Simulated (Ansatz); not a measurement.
Reaction (formal exchange of groups at the Si–O bond): `CO[SiH](O)[GaH2]` + SiH₄ → `O[SiH]([SiH3])[GaH2]` + CH₃OH

Isolated molecules relaxed with PBE0-D4/def2-TZVP in Ansatz; ΔE leaves out vibrations. CCSD(T)/CBS adds triple-zeta CCSD(T) − MP2 to the extrapolated MP2 energy (def2 sets, frozen cores). This one scheme is used for every species. Functionals use def2-TZVPP. B3LYP here is the variant with VWN-RPA as its local correlation; programs differ in this. For Ga outer-core shells are correlated without core-valence functions, which leaves a few kJ/mol of doubt a bond. Scalar relativity is left out up to krypton. Each species was taken in one conformer, which may not be the lowest.

`CO[SiH](O)[GaH2]`:

Z-matrix (Å, degrees):
```
C
O 1 1.409
H 1 1.097 2 111.8
H 1 1.091 2 108.4 3 119.6
H 1 1.094 2 111.1 3 -121.1
Si 2 1.645 1 124.0 3 45.0
Ga 6 2.424 2 113.9 1 -52.6
O 6 1.655 2 112.7 1 63.5
H 6 1.489 2 102.3 1 -178.4
H 7 1.576 6 122.5 2 32.1
H 7 1.575 6 120.8 2 -148.3
H 8 0.960 6 117.7 2 69.8
```

SiH₄:

```xyz
5

Si    0.000    0.000    0.000
H     0.612   -1.340   -0.186
H    -1.205    0.117   -0.859
H     0.981    1.049   -0.378
H    -0.388    0.174    1.423
```

`O[SiH]([SiH3])[GaH2]`:

Cartesian coordinates in Å:
```
O -1.610 0.066 1.350
Si -0.066 -0.056 0.742
Si 0.259 1.798 -0.649
Ga 0.372 -2.114 -0.445
H -1.986 -0.719 1.750
H 0.947 0.045 1.844
H -0.032 3.078 0.052
H -0.607 1.710 -1.857
H 1.680 1.802 -1.091
H -0.670 -3.298 -0.452
H 1.714 -2.313 -1.244
```

CH₃OH:

Cartesian coordinates in Å:
```
C -0.356 0.008 0.013
O 0.921 -0.519 -0.268
H -1.086 -0.730 -0.321
H -0.549 0.945 -0.525
H -0.511 0.180 1.085
H 1.581 0.116 0.016
```

| level | ΔE (kJ/mol) |
| --- | --- |
| B3LYP-D4 | 110.0 |
| r2SCANh-D4 | 103.8 |
| RPA@PBE/def2-TZVPP | 112.9 |
| SCS-MP2/def2-QZVPP | 120.1 |

Task: What does CCSD(T)/CBS give? (Best estimate.)

Result: The calculation gave: +108.8 kJ/mol. The listed levels differ from it by 1.2, -5.0, 4.1, 11.3 kJ/mol.

Largest T1 diagnostic among the species: 0.014.

From BLYP to BHLYP (50 % exact exchange), in def2-TZVPP and without D4, ΔE moves by +14.2 kJ/mol. Leaving LDA and LC-ωPBE aside and taking each functional with its dispersion term where it has one, the values, not all of them listed here, spread over 31.9 kJ/mol, from PBE-D4 to CAM-B3LYP-D4. LDA lies +8.6 kJ/mol from PBE without D4.
